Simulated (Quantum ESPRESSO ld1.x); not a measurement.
All-electron atom: Ca V in [Ne] 3s1 3p4 4f1 (not the ground configuration). Calculated with ld1.x of Quantum ESPRESSO 7.5: non-relativistic Kohn-Sham, LDA (Slater exchange, Perdew-Zunger correlation), spin-polarised, spherical densities, point nucleus; open shells are filled with parallel spins first.

Normalised radial functions P(r) = r R(r), r in bohr:

```
   r/bohr * 4s up, o 4s down, + 4f up (the largest magnitude, 0.751, reaches the edge; | marks zero, & curves that meet)
 0.002875                             +&
 0.003744                             +&
 0.004875                             + &
 0.006398                             + &
 0.008331                             + &
  0.01085                             +  &
  0.01424                             +   &
  0.01854                             +   &
  0.02414                             +    &
  0.03169                             +    &
  0.04127                             +     &
  0.05373                             +    &
  0.07053                             +   &
  0.09184                             +&
   0.1196                           & +
    0.157                       &     +
   0.2044                    &        +
   0.2661                   &         +
   0.3493                       &     +
   0.4549                             |+&
   0.5923                             | +       o*
   0.7775                             |   +           &
    1.012                             |     +    *o
    1.318                           & |          +
     1.73          *o                 |               +
    2.253  &                          |                   +
    2.934      &                      |                     +
    3.851                 &           |                 +
    5.014                         &   |          +
    6.529                            &|   +
     8.57                             &+
    11.16                             &
```

4s up (empty): eigenvalue -39.572 eV, 3 radial nodes at r = 0.102, 0.434, 1.27 bohr, <r> = 2.47 bohr, 90 % of the charge inside 3.53 bohr. 4s down (empty): eigenvalue -37.265 eV, 3 radial nodes at r = 0.102, 0.433, 1.28 bohr, <r> = 2.51 bohr, 90 % of the charge inside 3.59 bohr. 4f up: eigenvalue -19.813 eV, 0 radial nodes, <r> = 3.22 bohr, 90 % of the charge inside 4.76 bohr.
